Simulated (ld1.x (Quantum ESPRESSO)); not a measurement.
u(r) = r·R(r): atom against pseudo-atom (Ru (Z = 44))

Columns: radius, all-electron u(r) and pseudo u(r) of the 5s shell (level -4.52 eV) of ruthenium in the configuration [Ar] 3d10 4s2 4p6 4d7 5s1 5p0; LDA (PZ), scalar-relativistic, TM scheme, ld1.x (Quantum ESPRESSO) 7.5.

```json
{"r (bohr)": "0.150", "all-electron": "-0.0427", "pseudo": "0.0167"}
{"r (bohr)": "0.300", "all-electron": "0.1723", "pseudo": "0.0342"}
{"r (bohr)": "0.450", "all-electron": "0.0255", "pseudo": "0.0534"}
{"r (bohr)": "0.600", "all-electron": "-0.1760", "pseudo": "0.0751"}
{"r (bohr)": "0.750", "all-electron": "-0.2691", "pseudo": "0.1004"}
{"r (bohr)": "0.900", "all-electron": "-0.2486", "pseudo": "0.1302"}
{"r (bohr)": "1.050", "all-electron": "-0.1560", "pseudo": "0.1654"}
{"r (bohr)": "1.200", "all-electron": "-0.0311", "pseudo": "0.2068"}
{"r (bohr)": "1.350", "all-electron": "0.0992", "pseudo": "0.2543"}
{"r (bohr)": "1.500", "all-electron": "0.2199", "pseudo": "0.3072"}
{"r (bohr)": "1.650", "all-electron": "0.3243", "pseudo": "0.3637"}
{"r (bohr)": "1.800", "all-electron": "0.4101", "pseudo": "0.4209"}
{"r (bohr)": "1.950", "all-electron": "0.4776", "pseudo": "0.4750"}
{"r (bohr)": "2.100", "all-electron": "0.5285", "pseudo": "0.5223"}
{"r (bohr)": "2.250", "all-electron": "0.5646", "pseudo": "0.5597"}
{"r (bohr)": "2.400", "all-electron": "0.5883", "pseudo": "0.5858"}
{"r (bohr)": "2.550", "all-electron": "0.6015", "pseudo": "0.6007"}
{"r (bohr)": "2.700", "all-electron": "0.6061", "pseudo": "0.6060"}
{"r (bohr)": "2.850", "all-electron": "0.6036", "pseudo": "0.6036"}
{"r (bohr)": "3.000", "all-electron": "0.5954", "pseudo": "0.5954"}
{"r (bohr)": "3.150", "all-electron": "0.5827", "pseudo": "0.5827"}
{"r (bohr)": "3.300", "all-electron": "0.5666", "pseudo": "0.5666"}
{"r (bohr)": "3.450", "all-electron": "0.5478", "pseudo": "0.5478"}
{"r (bohr)": "3.600", "all-electron": "0.5271", "pseudo": "0.5271"}
{"r (bohr)": "3.750", "all-electron": "0.5051", "pseudo": "0.5051"}
{"r (bohr)": "3.900", "all-electron": "0.4822", "pseudo": "0.4822"}
```

(1) How many radial nodes do the two functions have?

(2) At about which radius was the pseudo-wave matched?

(3) Is the pseudo-wave norm-conserving?

Results:

(1) The all-electron 5s function has n − l − 1 = 4 (the table is too coarse to show those close to the nucleus); the pseudo-wave has 0, since the states of the same l below it are removed with the core.

(2) 3.00 bohr. The columns agree to 0.0005 from 2.70 bohr on; several derivatives are matched, so the curves merge somewhat inside the radius.

(3) Yes: the TM scheme keeps the norm inside the radius equal to the all-electron one, which fixes the energy derivative of the logarithmic derivative at the level.
